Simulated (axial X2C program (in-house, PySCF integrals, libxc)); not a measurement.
Potential curves of CaO, two-component

Calculated with an in-house all-electron X2C program for linear molecules (integrals from PySCF). Two-component (2c) means X2C with spin–orbit coupling and atomic mean-field two-electron Coulomb and Gaunt terms. Basis: Ca dyall-cv3z [11s12p6d4f], O dyall-av3z [7s6p3d2f] (cores contracted in-house); Gaussian nuclei, density fitting, unrestricted open shells. Masses: Ca 39.963 u, O 15.995 u.

State: Ω = 0 (closed shell). Energies in eV from the fragments at the same level (Ca + O). Fits are polynomials in 1 − R0/R over 0.85 to 1.23 times the lowest point R0.

```
 R (Å)       HF     PBE0  CCSD(T)
1.5625   0.8640  -3.2730         
1.6344   0.2039  -3.8459  -2.8020
1.6882  -0.1087  -4.1008  -3.1732
1.7421  -0.2925  -4.2365  -3.4185
1.7960  -0.3685  -4.2752  -3.5603
1.8589  -0.3462  -4.2239  -3.6228
1.9217  -0.2301  -4.0935  -3.6018
2.0025   0.0214  -3.8429  -3.4915
2.1013   0.4306  -3.4556         
2.2450           -2.8185
```

Correlated methods: 8 electrons correlated (number of frozen shells: Ca 3 s, 2 p; O 1 s), 250 virtual spin orbitals or spinors in MP2, 90 natural virtuals in coupled cluster.

Occupations by symmetry block were frozen at the best pattern of an incomplete PBE0 search. The closed shell is kept restricted, so the energy runs too high when the bond is stretched far. Dissociation energies refer to the lowest single-determinant-based atoms at the same level and basis. CCSD and (T) use frozen natural virtuals with an MP2 correction for the truncation; (T) itself is uncorrected, so its De runs slightly low. The 2c atoms are single determinants rather than J levels; their spin–orbit lowering is only partly caught, and De is too large by that part. This holds for PBE0. The functionals have no current-density term, which raises determinants with orbital currents, atoms included. The outer-core s and p shells of the metal are frozen in the correlated rows, which leaves out core–valence correlation; for alkali and alkaline-earth bonds that tends to lengthen them. The T1 diagnostic is large, a sign of multireference character. The stretched end of a curve changes character and is left out. Coupled cluster ran on the points near the minimum only. MP2 and coupled cluster on one determinant become unreliable at the stretched end.

(1) What are Re, ωe and De at the HF level?

(2) Fit the PBE0 curve near its minimum: give the equilibrium distance, the harmonic wavenumber and the well depth.

(3) Fit the CCSD(T) curve near its minimum: give the equilibrium distance, the harmonic wavenumber and the well depth.

## Answers

(1) At HF, 2c: Re = 1.814 Å, ωe ≈ 822 cm⁻¹, De = 0.37 eV to Ca + O; Be follows as 0.448 cm⁻¹.

(2) At PBE0, 2c: Re = 1.794 Å, ωe ≈ 798 cm⁻¹, De = 4.28 eV to Ca + O; Be follows as 0.459 cm⁻¹.

(3) At CCSD(T), 2c: Re = 1.872 Å, ωe ≈ 685 cm⁻¹, De = 3.62 eV to Ca + O; Be follows as 0.421 cm⁻¹.
